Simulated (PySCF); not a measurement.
Si₃F₈.
Bonds: Si1–F2, Si1–F3, Si1–F4, Si1–Si5, Si5–F6, Si5–F7, Si5–Si8, Si8–F9, Si8–F10, Si8–F11.

Method: PySCF, PBE0-D3(BJ)/def2-SVP geometry optimisation, gas phase.

What internal coordinates does the optimisation give?

```
                   bond  length (Å)
Si1–F2 and 5 like bonds       1.602
       Si1–Si5, Si5–Si8       2.335
         Si5–F6, Si5–F7       1.615
```

Bonds in one row agree within 0.01 Å and their mean is given. A selection of angles:
```
      angle  degrees
  F2–Si1–F3    108.1
 F2–Si1–Si5    111.4
  F3–Si1–F4    108.6
 F3–Si1–Si5    108.0
 Si1–Si5–F6    108.5
Si1–Si5–Si8    115.1
  F6–Si5–F7    108.7
 F6–Si5–Si8    108.6
 Si5–Si8–F9    109.3
Si5–Si8–F11    113.0
```

Torsions: F2–Si1–Si5–F6 -33° (synclinal); Si1–Si5–Si8–F9 -56° (synclinal).

Si1 (silicon bonded to 3 F and Si) is tetrahedral (angles from 108.0° to 112.5°). Si5 (silicon bonded to 2 F and 2 Si) is distorted tetrahedral (angles from 107.7° to 115.1°).

Point group: C1 (no symmetry element, even within 0.4 Å). PBE0-D3(BJ)/def2-SVP frequencies: not computed here.
